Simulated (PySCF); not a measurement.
C$_{4}$H$_{5}$, charge -1, singlet, geometry from GFN2-xTB. Base run: CCSD(T)/3-21G in PySCF.

PySCF was given this input:
```python
from pyscf import gto, scf, cc

mol = gto.M(
    atom='''
C    -0.02533349   -0.75783853    0.94342053
C    -0.00802865    0.60486190    0.84022569
C     0.00230685   -0.80474510   -0.64553953
C     0.01991368    0.73726238   -0.65092230
H    -0.01158461    1.42895093    1.56860418
H    -0.88380700   -1.24413323   -1.13304446
H     0.89493994   -1.26433309   -1.10150643
H     0.92355016    1.19102984   -1.11280146
H    -0.85624889    1.21124164   -1.14435815
''',
    basis='3-21g',
    charge=-1,
    verbose=4,
)

mf = scf.RHF(mol)
mf.kernel()

mycc = cc.CCSD(mf)
mycc.kernel()
et = mycc.ccsd_t()
print('E(CCSD(T)) = %.10f' % (mycc.e_tot + et))
```

Each row names what was changed in the base input (with any setting that the change needs).

```tsv
change	ΔE vs base (kcal/mol)	MP2 correlation (Eh)	CC correlation without the perturbative part (Eh)	basis functions
base	0.000	-0.35569	-0.39393	46
cc.direct = True	0.000	-0.35569	-0.39393	46
cc.iterative_damping = 0.8	0.000	-0.35569	-0.39393	46
density fitting = JK and correlation	0.044	-0.35556	-0.39391	46
frozen = 5	30.34	-0.31304	-0.34643	46
cc.diis_space = 10	0.000	-0.35569	-0.39393	46
frozen = 4	___	___	___	46
method = mp2	___	-0.35569	-	46
frozen = 3	___	___	___	46
cart = on	0.000	-0.35569	-0.39393	46
```

### Question
Complete the blanks.

### Answer

- frozen = 4, ΔE vs base (kcal/mol): 3.88
- frozen = 4, MP2 correlation (Eh): -0.34917
- frozen = 4, CC correlation without the perturbative part (Eh): -0.38786
- method = mp2, ΔE vs base (kcal/mol): 32.31
- frozen = 3, ΔE vs base (kcal/mol): 2.96
- frozen = 3, MP2 correlation (Eh): -0.35074
- frozen = 3, CC correlation without the perturbative part (Eh): -0.38931
